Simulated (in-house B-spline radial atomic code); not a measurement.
A calculation on Ba⁴⁺: its settings, and results tabulated from the run. Level of theory: scalar-relativistic (X2C) B97-1, spin-polarised, spherical fractional occupations, Fermi nucleus of rms radius 4.8378 fm; calculated with an all-electron radial atomic-structure program (B-spline basis).

Command:
```bash
python run_scf.py task.json out
```
Settings (nuclear radius in fm, mass in u):
```
Z                56
configuration    [Kr] 4d10 5s2 5p4
hamiltonian      x2c
method           b97_1
spin_polarised   True
nucleus          fermi
rms_radius       4.8378
atomic_mass      137.90525
speed_of_light   137.035999084
```

Output (hartree, bohr):
```
 radial grid: 69 intervals, B-splines of order 8, outer radius 30.8511 bohr

 iter        energy (Eh)    residual
    1       -8117.633819    6.77e-01
    2       -8125.779126    4.71e-01
    3       -8130.677794    1.07e-01
    4       -8130.912447    3.02e-02
    5       -8130.921598    1.23e-02
    6       -8130.924677    2.10e-03
    7       -8130.924718    1.63e-04
    8       -8130.924719    2.40e-05
    9       -8130.924719    1.75e-06
   10       -8130.924719    5.27e-08

 total energy                     -8130.92472
 kinetic                            8681.5276
 electron-nucleus                 -19703.1533
 Hartree                            3089.3062
 exact exchange                      -41.0932
 exchange-correlation               -157.5121

 orbital      occ     eigenvalue          <r>       <r^2>       <1/r>       r_max
 1s up      1.000     -1371.0974    0.0249396  0.00085422     64.1143     0.01566
 1s down    1.000     -1371.0916    0.0249395 0.000854215     64.1145     0.01566
 2s up      1.000      -218.8337     0.109161   0.0141205     14.6552     0.09276
 2s down    1.000      -218.8305      0.10916   0.0141203     14.6552     0.09276
 2p up      3.000      -196.5260    0.0958669   0.0112342     13.3566     0.07428
 2p down    3.000      -196.5204    0.0958679   0.0112344     13.3564     0.07428
 3s up      1.000       -47.7208     0.291465   0.0972106     5.20548      0.2664
 3s down    1.000       -47.7152     0.291456   0.0972031     5.20545      0.2664
 3p up      3.000       -40.5148     0.289415   0.0972037     4.82039      0.2605
 3p down    3.000       -40.5078     0.289417   0.0972034     4.82022      0.2606
 3d up      5.000       -29.9614     0.266414   0.0837722     4.53837       0.215
 3d down    5.000       -29.9563     0.266401   0.0837624     4.53851       0.215
 4s up      1.000       -10.6844     0.673345    0.511687     2.12134      0.6248
 4s down    1.000       -10.6734     0.673451    0.511718     2.12024       0.625
 4p up      3.000        -8.3307     0.714358    0.580332     1.92922      0.6533
 4p down    3.000        -8.3188     0.714328    0.580026     1.92836      0.6536
 4d up      5.000        -4.8701     0.798372    0.739725     1.65772      0.6956
 4d down    5.000        -4.8580     0.795772    0.733918     1.66142      0.6956
 5s up      1.000        -2.6981      1.57744     2.77668    0.840964       1.453
 5s down    1.000        -2.5908      1.57949     2.79185    0.843593       1.444
 5p up      3.000        -2.0671      1.77022     3.50712    0.736445       1.615
 5p down    1.000        -1.9265      1.79932     3.63424     0.72558       1.619
```

Run time, properties included: 0.52 s on 1 thread of Arm Neoverse V1, with other jobs on the host.

Caution: exact exchange at fractional occupations of open shells leaves self-interaction of up to several eV.

One-electron X2C: radii and densities carry no picture-change correction, so inner-shell <1/r> comes out high (for 1s by about 2 % at Z = 33, 5 % at 54, 10 % at 75, 30 % at 118) and <r> low.
